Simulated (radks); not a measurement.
Values are calculated unless marked as measured or tabulated.
Task: Mean orbital radii <r> (bohr) of the neodymium ion Nd18+, [Kr] 4d6, of relativity; Dirac values are averaged over j with weights 2j + 1. Spin-unpolarised spherical Kohn-Sham, PBE, point nucleus unless stated (finite: rms radius 4.9123 fm), a radial shooting solver on a logarithmic mesh with Libxc functionals. A level marked "c x" has the speed of light scaled by that factor and shares open shells by 2j + 1; other Dirac levels either fill j = l - 1/2 first or share by 2j + 1.

| shell | non-rel. |
|---|---|
| 1s | 0.02530 |
| 2s | 0.1081 |
| 2p | 0.09179 |
| 3s | 0.2805 |
| 3p | 0.2702 |
| 3d | 0.2411 |
| 4s | 0.6068 |
| 4p | 0.6154 |
| 4d | 0.6297 |

Give the values at the level "Dirac, c x 2".

Result: 
shell  Dirac, c x 2  change of magnitude (%)
1s          0.02490                    -1.59
2s           0.1062                    -1.71
2p          0.09098                    -0.89
3s           0.2768                    -1.33
3p           0.2684                    -0.67
3d           0.2409                    -0.08
4s           0.6005                    -1.05
4p           0.6125                    -0.48
4d           0.6298                    +0.01
